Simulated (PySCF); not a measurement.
## Indirect couplings

Molfile (atoms numbered from 1):
```
C6H8N2
     RDKit          3D

 16 16  0  0  0  0  0  0  0  0999 V2000
    2.3826    0.8228    0.3690 C   0  0  0  0  0  0  0  0  0  0  0  0
    1.4597    0.1177   -0.4697 N   0  0  0  0  0  0  0  0  0  0  0  0
    0.1383   -0.0477   -0.1478 C   0  0  0  0  0  0  0  0  0  0  0  0
   -0.4765    0.6092    0.9300 C   0  0  0  0  0  0  0  0  0  0  0  0
   -1.8339    0.3997    1.1566 C   0  0  0  0  0  0  0  0  0  0  0  0
   -2.5456   -0.4568    0.3216 C   0  0  0  0  0  0  0  0  0  0  0  0
   -1.9688   -1.0930   -0.6989 N   0  0  0  0  0  0  0  0  0  0  0  0
   -0.6836   -0.8967   -0.9242 C   0  0  0  0  0  0  0  0  0  0  0  0
    2.4871    0.3789    1.3789 H   0  0  0  0  0  0  0  0  0  0  0  0
    3.3730    0.8269   -0.1052 H   0  0  0  0  0  0  0  0  0  0  0  0
    2.0796    1.8756    0.4978 H   0  0  0  0  0  0  0  0  0  0  0  0
    1.8440   -0.5576   -1.1151 H   0  0  0  0  0  0  0  0  0  0  0  0
    0.0947    1.2724    1.5819 H   0  0  0  0  0  0  0  0  0  0  0  0
   -2.3354    0.9010    1.9877 H   0  0  0  0  0  0  0  0  0  0  0  0
   -3.6136   -0.6391    0.4803 H   0  0  0  0  0  0  0  0  0  0  0  0
   -0.2389   -1.4338   -1.7739 H   0  0  0  0  0  0  0  0  0  0  0  0
  1  2  1  0
  2  3  1  0
  3  4  1  0
  4  5  2  0
  5  6  1  0
  6  7  2  0
  7  8  1  0
  8  3  2  0
  1  9  1  0
  1 10  1  0
  1 11  1  0
  2 12  1  0
  4 13  1  0
  5 14  1  0
  6 15  1  0
  8 16  1  0
M  END
```

Couplings: B3LYP/pcJ-1 (spin–dipole term only in couplings to heteroatoms) in PySCF 2.14, geometry PBE0-D3(BJ)/def2-SVP; gas phase, one conformer, non-relativistic. Couplings are averaged over pairs made equivalent by symmetry, fast rotation or ring inversion, so a value needn't be that of the named pair in this geometry, while other rotamers aren't included; one pair stands for each set, and the list holds a selection of those of at least 1.5 Hz over up to four bonds.

Isotopes: ¹³C, ¹H, ¹⁵N.

```csv
pair,bonds,J (Hz)
"C1, N2",1,?
"C1, H9",1,?
"N2, C3",1,-18.0
"N2, H12",1,?
"C3, C4",1,66.5
"C3, C8",1,?
"C4, C5",1,?
"C4, H13",1,166.2
"C5, C6",1,60.6
"C5, H14",1,166.9
"C6, H15",1,189.1
"N7, C8",1,-2.1
"C8, H16",1,181.8
"N2, C8",2,?
"C3, H12",2,2.6
"C6, H14",2,3.5
"N7, H16",2,?
"H9, H10",2,-13.4
"C1, C4",3,3.9
"N2, H13",3,?
"C4, N7",3,-3.3
"C5, C8",3,10.8
"C8, H12",3,3.3
"C8, H13",3,5.1
"H14, H15",3,5.3
"C3, H15",4,-1.6
```

Q: Estimate the withheld couplings, with signs.

A: 
- ¹J(C1,N2) = -14.1 Hz (bond length 1.433 Å)
- ¹J(C1,H9) = 140.8 Hz (bond length 1.108 Å, sp3 carbon)
- ¹J(N2,H12) = -95.4 Hz (bond length 1.010 Å)
- ¹J(C3,C8) = 63.6 Hz (bond length 1.414 Å)
- ¹J(C4,C5) = 63.5 Hz (bond length 1.392 Å)
- ²J(N2,C8) = -4.2 Hz (angle at C3 120°)
- ²J(N7,H16) = -11.9 Hz (angle at C8 117°)
- ³J(N2,H13) = -1.6 Hz (dihedral angle 2°)
